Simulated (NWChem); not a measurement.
System: CH3FN2Sr

Input file for NWChem:

```
start job
memory heap 200 mb stack 900 mb global 1100 mb
geometry units angstroms noautoz
  Sr    -0.192351     0.712249    -0.000650
  F     -1.016130     2.680456    -0.002827
  C     -0.272225    -2.135299    -0.000591
  N     -0.235510    -1.491436    -1.157490
  N     -0.242162    -1.491141     1.156459
  H     -0.333727    -3.244596    -0.000661
  H     -0.279753    -2.123913    -1.948463
  H     -0.290919    -2.123488     1.947453
end
basis spherical
  * library def2-svp
end
ecp
  Sr library def2-ecp
end
dft
  xc xpbe96 cpbe96
  grid fine
  iterations 150
  mulliken
end
task dft gradient
```

Output (shortened):

```
             Northwest Computational Chemistry Package (NWChem) 7.3.0
             --------------------------------------------------------

 CS  symmetry detected

                             Geometry "geometry" -> ""
                             -------------------------

 Output coordinates in angstroms (scale by  1.889725989 to convert to a.u.)

  No.       Tag          Charge          X              Y              Z
 ---- ---------------- ---------- -------------- -------------- --------------
    1 Sr                  38.0000     0.18704156    -0.55241135     0.00000000
    2 F                    9.0000    -0.42096225    -2.59759756     0.00000000
    3 C                    6.0000    -0.19768286     2.27015779     0.00000000
    4 N                    7.0000    -0.09543607     1.63343969    -1.15697928
    5 N                    7.0000    -0.09543607     1.63343969     1.15697928
    6 H                    1.0000    -0.37776804     3.36646599     0.00000000
    7 H                    1.0000    -0.20947440     2.25722044    -1.94796600
    8 H                    1.0000    -0.20947440     2.25722044     1.94796600

 Effective nuclear repulsion energy (a.u.)     345.3333412934

      Symmetry information
      --------------------

 Group name             Cs
 Group number              2
 Group order               2
 No. of unique centers     6

 Summary of "ao basis" -> "ao basis" (spherical)
 ------------------------------------------------------------------------------
       Tag                 Description            Shells   Functions and Types
 ---------------- ------------------------------  ------  ---------------------
 Sr                         def2-svp                 9       23   4s3p2d
 F                          def2-svp                 6       14   3s2p1d
 C                          def2-svp                 6       14   3s2p1d
 N                          def2-svp                 6       14   3s2p1d
 H                          def2-svp                 3        5   2s1p

      Symmetry analysis of basis
      --------------------------

        a'         59
        a"         35

            General Information
            -------------------
          SCF calculation type: DFT
          Wavefunction type:  closed shell.
          No. of atoms     :     8
          No. of electrons :    42
           Alpha electrons :    21
            Beta electrons :    21
          Charge           :     0
          Spin multiplicity:     1
          Use of symmetry is: on ; symmetry adaption is: on
          Maximum number of iterations: 150
          AO basis - number of functions:    94
                     number of shells:    42
          Convergence on energy requested:  1.00D-06
          Convergence on density requested:  1.00D-05
          Convergence on gradient requested:  5.00D-04

              XC Information
              --------------
          PerdewBurkeErnzerhof Exchange Functional  1.000
            Perdew 1991 LDA Correlation Functional  1.000 local
           PerdewBurkeErnz. Correlation Functional  1.000 non-local

             Grid Information
             ----------------
          Grid used for XC integration:  fine
          Radial quadrature: Mura-Knowles
          Angular quadrature: Lebedev.
          Tag              B.-S. Rad. Rad. Pts. Rad. Cut. Ang. Pts.
          ---              ---------- --------- --------- ---------
          Sr                  2.00      141          11.0       974
          F                   0.50       70          14.0       590
          C                   0.70       70          11.0       590
          N                   0.65       70          10.0       590
          H                   0.35       60          13.0       590
          Grid pruning is: on
          Number of quadrature shells:   471
          Spatial weights used:  Erf1

      Superposition of Atomic Density Guess
      -------------------------------------

 Sum of atomic energies:        -281.78416489

      Non-variational initial energy
      ------------------------------

 Total energy =    -278.821070
 1-e energy   =    -697.176447
 2-e energy   =     262.415883
 HOMO         =      -0.329376
 LUMO         =      -0.101624

      Symmetry analysis of molecular orbitals - initial
      -------------------------------------------------

  Numbering of irreducible representations:

     1 a'          2 a"

  Orbital symmetries:

     1 a'          2 a'          3 a"          4 a'          5 a'
     6 a'          7 a'          8 a"          9 a'         10 a"
    11 a'         12 a'         13 a'         14 a"         15 a'
    16 a'         17 a"         18 a'         19 a"         20 a'
    21 a"         22 a'         23 a'         24 a"         25 a'
    26 a'         27 a'         28 a"         29 a'         30 a"
    31 a'

     ---------------------------------------------
      Total Density - Mulliken Population Analysis
     ---------------------------------------------

[...]

                         DFT ENERGY GRADIENTS

    atom               coordinates                        gradient
                 x          y          z           x          y          z
   1 Sr      0.353457  -1.043906   0.000000   -0.001505   0.000158   0.000000
   2 F      -0.795503  -4.908748   0.000000    0.000870   0.001600   0.000000
   3 C      -0.373566   4.289976   0.000000    0.001035  -0.006659   0.000000
   4 N      -0.180348   3.086753  -2.186374   -0.001560   0.010063   0.007857
   5 N      -0.180348   3.086753   2.186374   -0.001560   0.010063  -0.007857
   6 H      -0.713878   6.361698   0.000000    0.000922  -0.006173   0.000000
   7 H      -0.395849   4.265528  -3.681122    0.000899  -0.004526   0.006250
   8 H      -0.395849   4.265528   3.681122    0.000899  -0.004526  -0.006250
```

Level: PBE/def2-SVP with def2 effective core potentials on Sr. The geometry was optimised at PBE0/def2-SVP. def2 effective core potentials on Sr; no spin-orbit coupling.
